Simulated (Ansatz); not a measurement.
```yaml
crystal:
  periodic: [false, false, false]
  atoms:
    - {symbol: B, position_ang: [-1.673059, 1.389292, 0.190112]}
    - {symbol: B, position_ang: [-0.314464, 0.786393, 0.740640]}
    - {symbol: C, position_ang: [0.231484, -0.642057, 0.672327]}
    - {symbol: Si, position_ang: [1.171819, -0.986864, -0.856486]}
    - {symbol: H, position_ang: [-1.811715, 1.644933, -0.943086]}
    - {symbol: H, position_ang: [-2.625924, 1.519220, 0.872703]}
    - {symbol: H, position_ang: [0.495504, 1.642599, 1.145062]}
    - {symbol: H, position_ang: [-0.572042, -1.496162, 0.784872]}
    - {symbol: H, position_ang: [0.980846, -0.930819, 1.530747]}
    - {symbol: H, position_ang: [2.199909, 0.058755, -1.067084]}
    - {symbol: H, position_ang: [1.749430, -2.309620, -0.896962]}
    - {symbol: H, position_ang: [0.223511, -0.863251, -2.023659]}
basis:
  gaussian: {orbitals: aug-cc-pVTZ}
hamiltonian: {xc: {name: BLYP}}
output: {forces: true}
```

```sh
$ ansatz run in.yaml --threads 2 --pin off --events-out ev --progress --plain --max-ram 4352MiB
```

Shortened log:

```
Functional definition: BLYP
1513 factors; their error is unknown
mean field evaluation 1: about -10381.6299 eV, gradient 7.2e1 eV
mean field evaluation 2: about -10349.9501 eV, gradient 1.2e2 eV
mean field evaluation 4: about -10395.0021 eV, gradient 8.2e0 eV
mean field evaluation 8: about -10395.2254 eV, gradient 1.7e-1 eV
mean field evaluation 16: about -10395.1847 eV, gradient 8.2e-4 eV
mean field -10395.18467551 eV, -382.0159907157 hartree, gradient 2.4e-5 eV, S^2 0.000000; 0 other end points of the search recorded, 0 dependent functions left out
reference -10395.18518508 eV, -382.0160094420 hartree; 19, 19 occupied and 353, 353 virtual orbitals, 1513 factors
Total energy: -10395.18518508 eV, -382.0160094420 hartree
Atom 0 at    -1.673059     1.389292     0.190112 Å, force    -0.583401    -0.349016     0.108646 eV/Å
Atom 1 at    -0.314464     0.786393     0.740640 Å, force     1.347104     0.759873     0.397614 eV/Å
Atom 2 at     0.231484    -0.642057     0.672327 Å, force    -0.559096    -2.666976     3.129905 eV/Å
Atom 3 at     1.171819    -0.986864    -0.856486 Å, force    -0.255784     0.723759    -1.675057 eV/Å
Atom 4 at    -1.811715     1.644933    -0.943086 Å, force    -0.066870     0.369283    -0.684784 eV/Å
Atom 5 at    -2.625924     1.519220     0.872703 Å, force    -0.406819     0.247964     0.289361 eV/Å
Atom 6 at     0.495504     1.642599     1.145062 Å, force    -0.433157    -0.377272    -0.134947 eV/Å
Atom 7 at    -0.572042    -1.496162     0.784872 Å, force     1.070174     1.405770    -0.472558 eV/Å
Atom 8 at     0.980846    -0.930819     1.530747 Å, force    -0.983865     0.752294    -1.198377 eV/Å
Atom 9 at     2.199909     0.058755    -1.067084 Å, force     0.278172     0.017865     0.020093 eV/Å
Atom 10 at     1.749430    -2.309620    -0.896962 Å, force     0.408495    -0.783590     0.118713 eV/Å
Atom 11 at     0.223511    -0.863251    -2.023659 Å, force     0.185046    -0.099953     0.101390 eV/Å
Dipole moment:     0.037002    -0.164297     0.146404 e Å
```

Run time 10 s (2 threads of an Arm Neoverse V1 on a shared host); peak host memory 0.59 GiB.
